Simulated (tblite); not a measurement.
Record of a relaxation.

Compound: C₄H₁₁ClO₂Si₂.
Atom-mapped SMILES: `[CH3:1][O:2][SiH2:3]/[CH:4]=[C:5](/[O:6][CH3:7])[SiH2:8][Cl:9]` (hydrogens: H10, H11, H12 on C1; H13, H14 on Si3; H15 on C4; H16, H17, H18 on C7; H19, H20 on Si8)

Computed with GFN2-xTB (tblite), gas phase: L-BFGS steps from a force-field or distance-geometry start until the largest atomic force falls under 0.01 eV/Å. 8 of its 230 geometries are shown.

Step 0: E = -825.2987 eV, largest atomic force 2.627 eV/Å
```
atom  x, y, z in Å  |  force x, y, z in eV/Å
C1      3.197    0.675   -0.989   -0.089   0.214   0.483
O2      1.799    0.832   -0.788    0.403  -1.656   1.673
Si3     1.468   -0.042    0.657    0.677   0.455  -0.960
C4     -0.208   -0.778    0.689   -0.035  -0.775  -0.014
C5     -1.334   -0.080    0.593   -0.185  -2.580  -0.457
O6     -2.518   -0.817    0.638   -1.097   0.623  -0.046
C7     -2.818   -1.817   -0.319   -0.217  -0.144  -0.692
Si8    -1.251    1.731    0.383   -0.870   2.352  -0.265
Cl9    -2.359    2.447   -1.235    0.545  -0.464   0.745
H10     3.476    1.106   -1.942    0.026   0.232  -0.021
H11     3.675    1.169   -0.120    0.304  -0.084  -0.776
H12     3.484   -0.390   -0.959    0.023   0.490  -0.276
H13     2.427   -1.166    0.653   -0.183  -0.011   0.134
H14     1.734    0.760    1.854    0.083   0.125  -0.066
H15    -0.282   -1.869    0.824    0.073   0.598  -0.097
H16    -3.808   -2.290   -0.083    0.954   0.498   0.299
H17    -2.038   -2.596   -0.377   -0.253   0.178   0.112
H18    -2.954   -1.405   -1.353    0.293   0.048   0.661
H19     0.144    2.186    0.270   -0.494   0.013  -0.128
H20    -1.838    2.356    1.601    0.040  -0.112  -0.310
```

Step 33: E = -826.3545 eV, largest atomic force 0.113 eV/Å
```
atom  x, y, z in Å  |  force x, y, z in eV/Å
C1      3.281    0.705   -1.051    0.017   0.015   0.008
O2      2.033    0.308   -0.579   -0.076   0.001  -0.084
Si3     1.604   -0.327    0.849   -0.036   0.018  -0.026
C4     -0.167   -0.839    0.556    0.003  -0.025  -0.010
C5     -1.244   -0.061    0.449   -0.001  -0.030  -0.043
O6     -2.543   -0.496    0.299    0.017  -0.002  -0.015
C7     -2.839   -1.732   -0.309    0.011   0.022   0.003
Si8    -1.376    1.831    0.420    0.025   0.014   0.054
Cl9    -2.485    2.306   -1.190    0.027   0.006  -0.006
H10     3.136    1.280   -1.966   -0.029   0.001  -0.029
H11     3.801    1.325   -0.321    0.047   0.032   0.056
H12     3.896   -0.169   -1.272    0.054  -0.011   0.003
H13     2.406   -1.520    1.170   -0.018   0.024  -0.006
H14     1.787    0.649    1.929   -0.004   0.008   0.017
H15    -0.299   -1.915    0.515   -0.051   0.040   0.014
H16    -3.800   -2.058    0.093    0.041   0.011  -0.032
H17    -2.083   -2.494   -0.110   -0.060   0.004   0.040
H18    -2.925   -1.588   -1.393    0.005  -0.057   0.043
H19    -0.093    2.508    0.302    0.063  -0.039  -0.003
H20    -2.095    2.296    1.605   -0.034  -0.032   0.016
```

Step 65: E = -826.4766 eV, largest atomic force 0.149 eV/Å
```
atom  x, y, z in Å  |  force x, y, z in eV/Å
C1      3.295    0.835   -1.040   -0.009   0.003  -0.031
O2      2.079    0.226   -0.727    0.033   0.048  -0.011
Si3     1.548   -0.393    0.675   -0.002  -0.001  -0.053
C4     -0.207   -0.908    0.304   -0.044   0.031   0.015
C5     -1.254   -0.084    0.255   -0.047   0.001  -0.027
O6     -2.564   -0.446    0.071   -0.022   0.023  -0.060
C7     -2.915   -1.797   -0.118    0.082   0.047   0.058
Si8    -1.267    1.803    0.447   -0.037  -0.038   0.013
Cl9    -2.043    2.676   -1.185   -0.018  -0.051  -0.060
H10     3.171    1.351   -1.994    0.014   0.010   0.007
H11     3.595    1.558   -0.277   -0.048  -0.042  -0.003
H12     4.090    0.090   -1.142   -0.046  -0.011   0.040
H13     2.333   -1.559    1.085    0.060  -0.090  -0.001
H14     1.645    0.600    1.752    0.029   0.000   0.041
H15    -0.370   -1.973    0.188   -0.016   0.022  -0.003
H16    -4.005   -1.827   -0.127    0.099   0.009  -0.042
H17    -2.537   -2.416    0.699   -0.019  -0.061   0.135
H18    -2.517   -2.191   -1.057   -0.019   0.063  -0.073
H19     0.074    2.342    0.625    0.004   0.028   0.024
H20    -2.157    2.122    1.563    0.005   0.010   0.031
```

Step 98: E = -826.5071 eV, largest atomic force 0.032 eV/Å
```
atom  x, y, z in Å  |  force x, y, z in eV/Å
C1      3.275    0.863   -1.022   -0.007   0.010  -0.003
O2      2.014    0.349   -0.720    0.007  -0.002   0.010
Si3     1.565   -0.434    0.630   -0.006   0.004   0.015
C4     -0.221   -0.884    0.342   -0.005  -0.012   0.002
C5     -1.263   -0.056    0.282    0.006   0.004  -0.003
O6     -2.569   -0.430    0.096    0.009  -0.004   0.003
C7     -2.885   -1.788   -0.089    0.009   0.003   0.005
Si8    -1.296    1.831    0.435   -0.007   0.001  -0.024
Cl9    -2.046    2.586   -1.269    0.015  -0.003  -0.004
H10     3.222    1.340   -2.001   -0.005  -0.003  -0.004
H11     3.583    1.601   -0.278    0.000   0.009   0.006
H12     4.025    0.067   -1.048   -0.012   0.007  -0.005
H13     2.360   -1.659    0.813   -0.002  -0.007  -0.015
H14     1.782    0.408    1.816   -0.009   0.005   0.008
H15    -0.404   -1.948    0.255   -0.012  -0.029  -0.003
H16    -3.958   -1.824   -0.273    0.004   0.008   0.016
H17    -2.645   -2.375    0.804   -0.002  -0.001  -0.003
H18    -2.354   -2.208   -0.949    0.007   0.011  -0.008
H19     0.029    2.395    0.655    0.013  -0.003   0.002
H20    -2.220    2.175    1.516   -0.004   0.003   0.006
```

Step 131: E = -826.5324 eV, largest atomic force 0.136 eV/Å
```
atom  x, y, z in Å  |  force x, y, z in eV/Å
C1      3.010    1.118   -0.932    0.000  -0.015   0.015
O2      1.829    0.525   -0.494   -0.061  -0.006   0.042
Si3     1.600   -0.624    0.631   -0.082  -0.003  -0.026
C4     -0.214   -1.012    0.423    0.034  -0.094   0.004
C5     -1.190   -0.117    0.269   -0.051  -0.029  -0.020
O6     -2.515   -0.411    0.078    0.000  -0.007   0.017
C7     -2.929   -1.754   -0.006    0.010   0.005   0.012
Si8    -1.056    1.772    0.270    0.002   0.013   0.135
Cl9    -1.284    2.444   -1.603    0.001   0.013  -0.072
H10     2.840    1.489   -1.942    0.033   0.050  -0.030
H11     3.292    1.952   -0.283   -0.040  -0.013   0.012
H12     3.827    0.396   -0.943    0.088  -0.008  -0.032
H13     2.443   -1.790    0.333   -0.014  -0.021   0.015
H14     1.935   -0.149    1.985    0.023   0.000  -0.036
H15    -0.471   -2.066    0.423    0.047   0.052   0.025
H16    -3.998   -1.725   -0.212    0.005   0.021  -0.011
H17    -2.760   -2.285    0.937    0.033   0.021   0.003
H18    -2.416   -2.286   -0.814    0.002   0.047   0.011
H19     0.218    2.248    0.795   -0.049   0.002   0.004
H20    -2.166    2.285    1.081    0.020  -0.028  -0.066
```

Step 164: E = -826.5752 eV, largest atomic force 0.072 eV/Å
```
atom  x, y, z in Å  |  force x, y, z in eV/Å
C1      2.808    1.311   -0.793    0.001  -0.019  -0.005
O2      1.710    0.575   -0.351   -0.003   0.004   0.045
Si3     1.631   -0.800    0.511    0.006   0.065  -0.030
C4     -0.205   -1.103    0.480    0.020   0.008   0.024
C5     -1.131   -0.163    0.280   -0.009   0.031  -0.005
O6     -2.476   -0.385    0.172   -0.008   0.003  -0.006
C7     -2.953   -1.706    0.117   -0.017  -0.010  -0.017
Si8    -0.887    1.712    0.108    0.017  -0.016  -0.006
Cl9    -0.531    2.220   -1.803   -0.004  -0.005   0.004
H10     2.571    1.704   -1.783    0.010   0.061   0.015
H11     2.998    2.142   -0.108    0.005  -0.014  -0.025
H12     3.708    0.697   -0.861   -0.004  -0.016   0.020
H13     2.386   -1.857   -0.173    0.009  -0.033   0.020
H14     2.182   -0.623    1.866    0.009  -0.014  -0.025
H15    -0.508   -2.132    0.616   -0.034  -0.042  -0.028
H16    -4.015   -1.630   -0.112   -0.024  -0.004   0.024
H17    -2.822   -2.224    1.073    0.016   0.014   0.002
H18    -2.452   -2.274   -0.673    0.014  -0.009   0.013
H19     0.156    2.239    0.980   -0.012   0.011  -0.016
H20    -2.178    2.310    0.453    0.007  -0.015  -0.005
```

Step 196: E = -826.6054 eV, largest atomic force 0.056 eV/Å
```
atom  x, y, z in Å  |  force x, y, z in eV/Å
C1      2.873    1.412   -0.543    0.018   0.018   0.023
O2      1.732    0.696   -0.189   -0.005  -0.055   0.006
Si3     1.620   -0.841    0.330    0.001   0.013   0.000
C4     -0.219   -1.111    0.324   -0.005   0.002   0.022
C5     -1.155   -0.179    0.131    0.005   0.053   0.008
O6     -2.505   -0.405    0.132    0.024   0.008   0.022
C7     -2.979   -1.711    0.347   -0.011  -0.010  -0.012
Si8    -0.928    1.685   -0.153    0.028  -0.035   0.020
Cl9    -0.296    2.058   -2.022   -0.022   0.027  -0.034
H10     2.583    2.171   -1.271    0.015  -0.007  -0.001
H11     3.296    1.903    0.338    0.015  -0.001  -0.001
H12     3.634    0.761   -0.980   -0.029   0.033  -0.002
H13     2.327   -1.745   -0.590   -0.001   0.004   0.003
H14     2.217   -0.988    1.669   -0.002   0.003  -0.025
H15    -0.520   -2.135    0.498   -0.008  -0.040   0.004
H16    -4.066   -1.641    0.340   -0.021   0.001  -0.043
H17    -2.652   -2.096    1.318    0.026  -0.019   0.000
H18    -2.645   -2.388   -0.446   -0.025  -0.008   0.039
H19    -0.045    2.320    0.820   -0.031  -0.001  -0.025
H20    -2.278    2.243   -0.058    0.027   0.013  -0.005
```

Step 229: E = -826.6138 eV, largest atomic force 0.010 eV/Å
```
atom  x, y, z in Å  |  force x, y, z in eV/Å
C1      2.861    1.478   -0.342    0.000  -0.002   0.000
O2      1.722    0.713   -0.098    0.004   0.006   0.003
Si3     1.622   -0.886    0.178   -0.006   0.006   0.000
C4     -0.218   -1.128    0.293   -0.002  -0.001   0.006
C5     -1.151   -0.194    0.091    0.001  -0.006  -0.005
O6     -2.501   -0.400    0.174    0.002  -0.005   0.004
C7     -2.981   -1.686    0.484    0.002   0.005   0.004
Si8    -0.918    1.642   -0.339   -0.005   0.007   0.000
Cl9    -0.204    1.876   -2.205    0.002  -0.003   0.004
H10     2.547    2.416   -0.801    0.003   0.004  -0.002
H11     3.386    1.692    0.593   -0.004  -0.007   0.000
H12     3.547    0.963   -1.017   -0.005   0.003  -0.006
H13     2.240   -1.638   -0.924    0.004  -0.005  -0.003
H14     2.316   -1.244    1.425    0.001   0.003   0.007
H15    -0.523   -2.138    0.538    0.004  -0.001  -0.006
H16    -4.067   -1.606    0.494    0.003   0.006  -0.007
H17    -2.630   -2.013    1.468   -0.004  -0.007  -0.003
H18    -2.674   -2.418   -0.270   -0.005   0.002   0.005
H19    -0.109    2.386    0.619    0.002  -0.001   0.000
H20    -2.273    2.196   -0.365    0.002  -0.004  -0.001
```

Q: Summarise the path.

A: The energy falls by 126.88 kJ/mol from step 0 to step 229; nine tenths of that is first reached at step 68. It rises by more than 0.2 meV at step 47. The largest force goes from 2.627 to 0.010 eV/Å. Among the bonds O2–Si3 changes most, from 1.720 to 1.626 Å; the atoms move by 1.345 Å rms after alignment.

Q: Follow the three bonds and two angles with the largest change from start to end.

A: 
```csv
step,E above end (kJ/mol),largest force (eV/Å),O2–Si3 (Å),Si8–Cl9 (Å),C5–Si8 (Å),C1–O2–Si3 (°),O6–C5–Si8 (°)
0,126.88,2.627,1.720,2.087,1.826,104.6,124.5
10,44.77,0.479,1.629,2.035,1.901,119.9,109.9
20,28.30,0.153,1.630,2.012,1.894,128.8,107.4
30,25.62,0.109,1.623,2.010,1.896,129.6,105.0
40,23.57,0.118,1.624,2.007,1.896,127.1,104.6
50,18.56,0.338,1.624,2.003,1.889,127.2,103.5
60,14.83,0.143,1.621,2.005,1.895,130.3,105.3
70,12.28,0.084,1.623,2.011,1.894,129.9,105.8
80,10.98,0.060,1.623,2.011,1.895,128.4,106.1
90,10.57,0.057,1.624,2.009,1.895,127.6,105.6
100,10.27,0.026,1.624,2.007,1.893,127.3,105.3
110,10.04,0.037,1.624,2.007,1.892,127.7,104.8
119,9.37,0.113,1.625,2.013,1.895,128.3,104.9
129,8.05,0.064,1.625,2.007,1.895,129.8,106.2
139,6.01,0.177,1.630,2.014,1.897,130.1,105.9
149,4.34,0.079,1.626,2.005,1.895,131.0,106.3
159,3.95,0.032,1.624,2.008,1.897,130.8,106.0
169,3.35,0.060,1.622,2.010,1.897,130.6,106.1
179,2.60,0.063,1.626,2.009,1.900,129.6,106.8
189,1.34,0.080,1.627,2.010,1.898,128.8,106.1
199,0.62,0.049,1.626,2.011,1.899,128.4,106.3
209,0.41,0.038,1.627,2.011,1.900,128.1,106.1
219,0.04,0.018,1.626,2.012,1.900,128.3,106.4
229,0.00,0.010,1.626,2.012,1.900,128.3,106.3
```

What follows is the cost of the whole relaxation. On an Intel Xeon at 2.50 GHz with one thread, no GPU, shared host with 64 logical CPUs at a one-minute load of 63, this took 10 s of wall time.
